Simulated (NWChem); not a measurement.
Molecule: InH₃S; SMILES [InH2][SH]

Results from NWChem. Medium grid unless said otherwise, to which SCAN and Minnesota functionals are sensitive. Geometry: optimised at PBE0/def2-SVP. def2 effective core potentials on In; no spin-orbit coupling.

Q: Estimate the computed values for r2SCAN/def2-SVP. Quantities: highest occupied level (eV); orbital gap (eV); dipole (D).

A: The highest occupied level (eV) is -6.37 and the orbital gap (eV) is 4.32. The dipole (D) is 1.66.
